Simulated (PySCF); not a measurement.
## Assignment exercise: C₁₁H₁₀

Geometry:
```tsv
atom	x (Å)	y (Å)	z (Å)
C1	-2.382	0.773	0.465
C2	-2.188	-0.542	0.348
C3	-1.232	-1.104	-0.657
C4	0.154	-0.730	-0.215
C5	1.048	-1.688	0.241
C6	2.347	-1.347	0.570
C7	2.767	-0.032	0.440
C8	1.880	0.932	0.010
C9	0.555	0.609	-0.296
C10	-0.358	1.684	-0.639
C11	-1.650	1.771	-0.276
H12	-3.136	1.147	1.146
H13	-2.725	-1.236	0.978
H14	-1.334	-2.185	-0.736
H15	-1.425	-0.651	-1.635
H16	0.727	-2.717	0.319
H17	3.036	-2.106	0.910
H18	3.786	0.237	0.677
H19	2.200	1.962	-0.071
H20	0.101	2.546	-1.110
H21	-2.178	2.696	-0.470
```

Single conformer, no solvent model, relativity neglected, one averaged value for each set of equivalent atoms. Shieldings: GIAO PBE0/pcSseg-1; geometry: GFN2-xTB; PySCF.

Shifts are taken against calculated references (same method and geometry level): TMS for 13C (186.93 ppm) and 1H (31.72 ppm).

Task: Assign these signals to the numbered atoms. 13C{1H} NMR (computed): δ 140.8, 140.1, 140.0, 135.6, 134.9, 134.9, 133.0, 132.0, 131.6, 130.4, 39.1.

Result: 
140.8 → C10, alkene CH: as expected for a trigonal carbon in a double bond
140.1 → C4, substituted aromatic carbon
140.0 → C9, substituted aromatic carbon
135.6 → C11, alkene CH: the olefinic region
134.9 → C6, aromatic CH: the aromatic region
134.9 → C2, alkene CH: the olefinic region
133.0 → C8, aromatic CH: the aromatic region
132.0 → C5, aromatic CH
131.6 → C1, alkene CH: as expected for a trigonal carbon in a double bond
130.4 → C7, aromatic CH: the aromatic region
39.1 → C3, sp3 CH2 on an aromatic ring: aliphatic region, no heteroatom directly attached

C10 and C4; C4 and C9; C11 and C6; C6 and C2; C2 and C8; C8 and C5; C5 and C1; C1 and C7 lie closer than the usual error of such a calculation, so a measured spectrum could show them in the other order.

Task: Assign these signals to the numbered atoms. 1H NMR (600 MHz, computed): δ 7.70 (m, 1H), 7.65 (m, 1H), 7.60 (d, 1H), 7.55 (m, 1H), 7.48 (d, 1H), 6.90 (m, 1H), 6.40 (m, 1H), 6.04 (m, 1H), 2.92 (m, 2H).

Result: 
| δ (ppm) | atoms | environment | reason |
| --- | --- | --- | --- |
| 7.70 | H17 | hydrogen on an aromatic CH | it sits in the deshielding region of the aromatic ring current |
| 7.65 | H19 | hydrogen on an aromatic CH | – |
| 7.60 | H20 | hydrogen on an alkene CH | olefinic region |
| 7.55 | H18 | hydrogen on an aromatic CH | aromatic region |
| 7.48 | H16 | hydrogen on an aromatic CH | – |
| 6.90 | H21 | hydrogen on an alkene CH | attached to an sp2 carbon and in the plane of the double bond |
| 6.40 | H12 | hydrogen on an alkene CH | – |
| 6.04 | H13 | hydrogen on an alkene CH | – |
| 2.92 | H14/H15 | hydrogen on an sp3 CH2 on an aromatic ring | benzylic-type position, deshielded by the ring |

H17 and H19; H19 and H20; H20 and H18; H18 and H16 lie closer than the usual error of such a calculation, so a measured spectrum could show them in the other order.

Shifts are as computed. Against solution values, carbons near 30 ppm lie about +3 ppm off and those near 130 ppm about +5 ppm. Of 1211 compounds with measured shifts, 218 miss one by over three times the rms of a fit or turn the order of signals round; such compounds aren't used in these exercises. No couplings were computed; multiplicities are counted from neighbouring protons, with m where these are inequivalent, close in shift, in a saturated or five-membered ring or joined by F or P, and br s for small geminal =CH2 splittings.
